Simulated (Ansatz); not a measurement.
AlH4N (SMILES [NH2][AlH2]) moved off its minimum; all values from Ansatz (a program for electronic structure), cores frozen in correlated methods.
(charge 0, multiplicity 1)
```xyz
6

Al    -0.01231    -0.33160    -0.55499
H     -1.21530    -0.06580    -1.51745
H      1.30691    -1.11261    -0.97521
N     -0.01731     0.47541     0.97949
H     -0.76325     1.01347     1.37759
H      0.75406     0.42041     1.75845
```

Give the forces (eV/Å), the total energy and the dipole at CCSD(T)/aug-cc-pV(T+d)Z.


| atom | Fx | Fy | Fz |
|---|---|---|---|
| Al1 | 0.489 | -0.326 | -0.958 |
| H2 | -0.248 | -0.063 | -0.108 |
| H3 | -0.141 | -0.051 | 0.063 |
| N4 | 2.238 | 0.206 | 3.243 |
| H5 | -0.371 | 0.207 | 0.010 |
| H6 | -1.967 | 0.027 | -2.250 |
Energy -299.0988 hartree, dipole 1.32 D.
